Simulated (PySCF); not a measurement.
**Electron correlation in In+ (indium, charge +1)**

[Kr] 4d10 5s1 5d1, high-spin 3D determinant (an excited configuration). Computed with PySCF 2.14 in aug-cc-pV5Z-PP with ECP28MDF (8s8p6d4f3g2h, 139 functions), with scalar relativity through the core potential. Frozen: 4s2 4p6 4d10; 2 electrons correlated.

Total MP2 correlation energy: -4.15 mhartree.

Same-spin part -4.15 and opposite-spin part 0.00 mhartree; SCS-MP2 scales them by 1/3 and 6/5 to -1.38 mhartree.
